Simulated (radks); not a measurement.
Effect of the nuclear size on the lutetium ion Lu+, [Xe] 4f14 6s2. All-electron calculation, Dirac Kohn-Sham, LDA (Slater exchange, Perdew-Wang correlation), spin-unpolarised, spherical densities, finite nucleus; Fermi nuclear charge, rms radius 5.37 fm. Program: a radial shooting solver on a logarithmic mesh with Libxc functionals. The rms radius is varied about that value; shifts are against it.

\begin{tabular}{lrrrrrrrrr}
rms radius (fm) & total energy shift (eV) & density at nucleus (e/bohr^3) & 1s1/2 shift (meV) & 2s1/2 shift (meV) & 4p1/2 shift (meV) & 5s1/2 shift (meV) & 5p1/2 shift (meV) & 6s1/2 shift (meV) & 6p1/2 (empty) shift (meV) \\ \hline
4.7793 & -9.21 & 1.149e+06 & -3750 & -514 & 0.243 & -4.04 & 0.442 & -0.311 & 0.160 \\
4.8599 & -7.99 & 1.142e+06 & -3260 & -447 & 0.211 & -3.50 & 0.384 & -0.270 & 0.139 \\
5.37 & 0 & 1.107e+06 & 0.000 & 0.000 & 0.000 & 0.000 & 0.000 & 0.000 & 0.000 \\
5.8533 & 8.07 & 1.077e+06 & 3290 & 451 & -0.211 & 3.54 & -0.387 & 0.273 & -0.140 \\
6.2399 & 14.9 & 1.055e+06 & 6060 & 830 & -0.387 & 6.52 & -0.713 & 0.502 & -0.258 \\
\end{tabular}

Slopes of the eigenvalues against <r^2> in GHz/fm^2, as finite differences over the two radii next to the reference (eigenvalue slopes, not the field-shift constants of lines): 1s1/2 149000, 2s1/2 20400, 4p1/2 -9.59, 5s1/2 160, 5p1/2 -17.5, 6s1/2 12.3, 6p1/2 (empty) -6.32.
